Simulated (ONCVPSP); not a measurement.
## Transferability test, ONCV potential for strontium (Sr)

ONCVPSP 4.0.1 input, shortened (lines: element, Z, core and valence counts, functional; n l f; lmax; l rc ep ncon nbas qcut; lloc lpopt rc5 dvloc0; l nproj debl; icmod fcfact rcfact), BLYP, scalar-relativistic:

```
  Sr 38.00    6    4  -106131      upf
    1    0    2.00
    2    0    2.00
    2    1    6.00
    3    0    2.00
    3    1    6.00
    3    2   10.00
    4    0    2.00
    4    1    6.00
    5    0    1.75
    5    1    0.25
    2
    0    1.95    0.00    4    7    7.60
    1    2.10    0.00    4    8    6.20
    2    2.15    0.02    4    9    4.50
    4    5    1.50    2.00
    0    2    2.30
    1    3    2.50
    2    2    3.90
    3    5.75    1.25
```

In the d channel the program set the typed energies aside and used 0.050, 3.950 Ha.

Energies are relative to the spin-unpolarised reference configuration 4s2 4p6 5s1.75 5p0.25; without spin polarisation the order of configurations can differ from experiment.

```json
{"valence configuration": "4s2 4p6 5s1 5p0", "charge": "+1", "ΔE all-electron (eV)": "5.238", "error AE − PS (meV)": "-0.4"}
{"valence configuration": "4s2 4p6 5s0 5p2", "charge": "0", "ΔE all-electron (eV)": "4.319", "error AE − PS (meV)": "-0.1"}
```

(1) What are ΔE and the potential's error for 4s2 4p6 5s0 5p0?

(2) What are ΔE and the potential's error for 4s2 4p6 5s2 5p0?

## Answers

(1) ΔE = 16.364 eV all-electron; the error (AE − PS) is -1.2 meV.

(2) ΔE = -0.571 eV all-electron; the error (AE − PS) is 0.0 meV.
